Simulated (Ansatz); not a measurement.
Start from `BN[SiH]1CN1` and change one atom or group to get `SC[SiH]1CN1`.

Ansatz, PBE0-D4/def2-TZVP geometries, multiplicity 1. Each molecule was computed in one conformer, which needn't be the lowest.

| property | `BN[SiH]1CN1` |
| --- | --- |
| LUMO energy (B3LYP/def2-TZVPP) / eV | -0.55 |
| HOMO–LUMO gap (PBE0/def2-TZVPP) / eV | 6.56 |
| HOMO–LUMO gap (PBE/def2-TZVPP) / eV | 4.34 |
| LUMO energy (PBE/def2-TZVPP) / eV | -1.28 |
| HOMO–LUMO gap (ωB97M-V/def2-TZVPP) / eV | 10.70 |
| HOMO energy (PBE/def2-TZVPP) / eV | -5.62 |

**Question.** Give the same properties after the change, and the shifts. (An estimate is asked.)

**Answer.** Ansatz gave: 
| property | `SC[SiH]1CN1` | shift |
| --- | --- | --- |
| LUMO energy (B3LYP/def2-TZVPP) / eV | -0.26 | 0.29 |
| HOMO–LUMO gap (PBE0/def2-TZVPP) / eV | 6.53 | -0.03 |
| HOMO–LUMO gap (PBE/def2-TZVPP) / eV | 4.44 | 0.10 |
| LUMO energy (PBE/def2-TZVPP) / eV | -0.89 | 0.39 |
| HOMO–LUMO gap (ωB97M-V/def2-TZVPP) / eV | 10.46 | -0.24 |
| HOMO energy (PBE/def2-TZVPP) / eV | -5.33 | 0.29 |

B3LYP here is the variant with VWN-RPA as its local correlation; programs differ in this.
